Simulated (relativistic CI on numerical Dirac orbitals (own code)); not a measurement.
# Be2+: what numerical and physical settings do to a radial Dirac CI calculation

Reference input:

```
atom Be  Z=4  charge=2  electrons=2
nucleus A=9  rms_radius_fm=2.5190
hamiltonian dirac-coulomb  breit=on  qed=on  c_scale=1
orbitals kli  potential=per-configuration
slater_scale 1
correlation none
mixing on
grid step=0.0125 r_max=24.9
scf mixing=0.4 start=green max_iterations=150 tolerance=2e-08 node_fill=0.05
configurations
  1s2
end
```

Computed lowest total energy -13.61299 Ha, 9 SCF steps. Runs with settings changed; * marks those that are bad on purpose:

```csv
Changed,Outcome,Lowest level,ΔE (Ha),First excitation (cm⁻¹),SCF steps,Message
SCF mixing 0.2,converged,1s² ¹S0,-5.04e-12,,9,
"iteration limit 30, start potential thomas-fermi",converged,1s² ¹S0,8.69e-13,,8,
"Slater scale 0.6, end of the grid at 74.7 bohr, QED terms off",converged,1s² ¹S0,-0.000348,,9,
iteration limit 30,converged,1s² ¹S0,0,,9,
grid step 0.002 *,refused,,,,0,"the grid has 8862 points, outside 40 to 4096"
Slater scale -1 *,converged,1s² ¹S0,0,,9,
```

With so few configurations and no correlation, terms lie too far apart (by 10 to 50 % near neutrality), their order can be wrong, and levels of other configurations are missing.
